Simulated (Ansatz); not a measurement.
Stepwise reaction of `CC(=O)O[SiH](F)F` with hydrogen, as a gas-phase model of exchange steps in deposition or etching. ΔE in kJ/mol; ΔG adds harmonic PBE0-D4 terms to CCSD(T)/CBS, at 1 bar.

Calculated with Ansatz (gas phase, PBE0-D4/def2-TZVP geometries, no zero-point term in ΔE). CBS: MP2 limit from def2 TZ/QZ plus the TZ coupled-cluster correction, frozen cores. This one scheme is used for every species. DFT in def2-TZVPP. B3LYP here is the variant with VWN-RPA as its local correlation; programs differ in this. Each species was taken in one conformer, which may not be the lowest.

| step | reaction | PBE-D4 | B3LYP-D4 | ωB97M-V | CCSD(T)/CBS | ΔG(600 K) |
| --- | --- | --- | --- | --- | --- | --- |
| 2 | `CC(=O)O[SiH2]F` + H₂ → `CC(=O)O[SiH3]` + H–F | 119.1 | 126.6 | 129.0 | 125.6 | 121.7 |

Task: Give the row of step 1, `CC(=O)O[SiH](F)F` + H₂ → `CC(=O)O[SiH2]F` + H–F. (An estimate is asked.)

Result: Ansatz gave: 
| step | reaction | PBE-D4 | B3LYP-D4 | ωB97M-V | CCSD(T)/CBS | ΔG(600 K) |
| --- | --- | --- | --- | --- | --- | --- |
| 1 | `CC(=O)O[SiH](F)F` + H₂ → `CC(=O)O[SiH2]F` + H–F | 129.0 | 139.2 | 138.5 | 135.6 | 132.9 |

Task: By hand: ΔE of the 2 steps together at CCSD(T)/CBS.

Result: (135.6) + (125.6) = 261.2 kJ/mol, or 130.6 kJ/mol a step.

In ΔE each step is lower than the one before. All are uphill at CCSD(T)/CBS. ΔG lies between 121.7 and 132.9 kJ/mol a step. PBE-D4 differs from CCSD(T)/CBS by -6.6 to -6.5 kJ/mol a step. Isolated molecules leave out the surface, adducts and barriers. Largest T1 diagnostic: 0.014.
